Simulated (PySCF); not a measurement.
A small calculation by hand: entropy of an ideal gas

CHCl₂, SMILES Cl[CH]Cl (connectivity only; charge and spin as stated), charge +1, multiplicity 1.

Coordinates come from a PBE-D3(BJ)/def2-TZVP optimisation. The multiplicity is an assumed one; other spin states were not compared. The isomer is the one that the SMILES or the coordinates give; other isomers of the formula were not compared.

PySCF with PBE-D3(BJ)/def2-TZVP gives the harmonic wavenumbers 348, 833, 864, 1046, 1270, 3070 cm⁻¹ and the rotational temperatures 2.6722, 0.1648, 0.1553 K. The molar mass is 83.92 g/mol, the symmetry number 2, the spin multiplicity 1.

Problem. Work out the entropy at 298.15 K and 1 atm in the rigid-rotor, harmonic-oscillator model.

Solution. 
Translation (Sackur–Tetrode at 1 atm): S = R[1.5 ln M + 2.5 ln T − 1.16487] = 164.0 J/(mol K).
Rotation: q = (√π/σ) T^1.5/√(θA θB θC) = 17400, S = R[ln q + 3/2] = 93.7 J/(mol K).
Vibration: with u = 1.4388 ν/T, each mode gives R[u/(e^u − 1) − ln(1 − e^−u)]:
```csv
ν (cm⁻¹),modes,u,S (J/(mol K))
348,1,1.68,4.92
833,1,4.02,0.76
864,1,4.17,0.67
1046,1,5.05,0.32
1270,1,6.13,0.13
```
The stiffer modes add less than 0.005 each. Sum 6.8 J/(mol K).
Spin: R ln 1 = 0.0 J/(mol K).
Total 264.5 J/(mol K); the program's own thermochemistry gives 264.5. Translation makes up 62 % and vibration 3 %. Anharmonicity, hindered rotation and orbital degeneracy are left out.
